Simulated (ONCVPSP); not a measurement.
**Ranking ONCV potentials for In**

All share these settings but for the change named:

```
Element                 : In (Z = 49)
Generator               : ONCVPSP 4.0.1
Type                    : optimised norm-conserving Vanderbilt (ONCV)
Functional              : PBEsol
Relativity              : scalar-relativistic
Frozen core             : [Kr] 4d10
Valence charge          : 3
Reference configuration : 5s1.75 5p1.25
Partial waves           : 5s: rc 2.15 bohr, ncon 4, nbas 8, qcut 2.5 1/bohr, local; 5p: rc 2.65 bohr, ncon 3, nbas 6, qcut 3.7 1/bohr, 1 projector
Local potential         : the s channel
Core correction         : Teter function, fcfact 2.25, rcfact 1.3
```

Cutoff: the first of the cutoffs (Ha) at which the residual kinetic energy of the hardest occupied pseudo-wave falls to 1 and 0.1 mHa per electron; the density cutoff is not measured.

The base gives 19 Ha.

Of 6 variants that were run, those that failed, showed a ghost or another fault, or gave nearly equal values are left out.

(1) Rank these variants from softest to hardest (loose cutoff).
A. s: qcut 2.9; p: qcut 4.3
B. s: qcut 2.1; p: qcut 3
C. s: qcut 2.4; p: qcut 3.6
D. s: qcut 3.3; p: qcut 4.8

Results:

(1) D (5 Ha), A (9 Ha), C (25 Ha), B (30 Ha).
